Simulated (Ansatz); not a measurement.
A run for Ansatz (a program for electronic structure): R-BLYP/def2-TZVPP on FHSeTe (SMILES F[Te][SeH]), a point of a torsion scan. Elements past Kr take the def2 small-core potentials; no spin–orbit coupling.

Ansatz 0.2 input:
```yaml
crystal:
  periodic: [false, false, false]
  atoms:
    - {symbol: F, position_ang: [1.80744305, -0.65028952, 0.19172845]}
    - {symbol: Te, position_ang: [1.02509317, 1.09011602, -0.33450897]}
    - {symbol: Se, position_ang: [-1.28970898, 0.41990396, 0.39406806]}
    - {symbol: H, position_ang: [-1.81258992, 1.70667182, -0.00617269]}
basis:
  gaussian:
    orbitals: def2-TZVPP
hamiltonian:
  xc: {name: BLYP}
scf: {lower_state_search: off}
```

Output:

```
WARN ansatz: RAYON_NUM_THREADS=1 ignored (pool sized by the plan → 1); use --threads N
Functional definition: BLYP
these checks for a lower state are left out or cut short: stability, starts, cluster_reference, orbital_swaps, neighbouring_geometries, increment
integrals: 0.06 GiB planned
988 factors; their error is unknown
mean field: 0.42 GiB planned
mean field evaluation 1: about -75374.2068 eV, gradient 4.3e1 eV
mean field evaluation 2: about -75326.0848 eV, gradient 1.7e2 eV
mean field evaluation 4: about -75376.5416 eV, gradient 1.7e1 eV
mean field evaluation 8: about -75377.3055 eV, gradient 7.0e-2 eV
mean field evaluation 16: about -75377.1505 eV, gradient 4.6e-4 eV
mean field -75377.15051656 eV, -2770.0591890157 hartree, gradient 4.7e-6 eV, S^2 0.000000; 0 other end points of the search recorded, 0 dependent functions left out
reference -75377.15079856 eV, -2770.0591993792 hartree; 34, 34 occupied and 109, 109 virtual orbitals, 988 factors
Total energy: -75377.15079856 eV, -2770.0591993792 hartree
Checks for a lower state left out: stability, starts, cluster_reference, orbital_swaps, neighbouring_geometries, increment
```

Self-consistency was reached.

Cost: roughly 1.1 core-seconds.
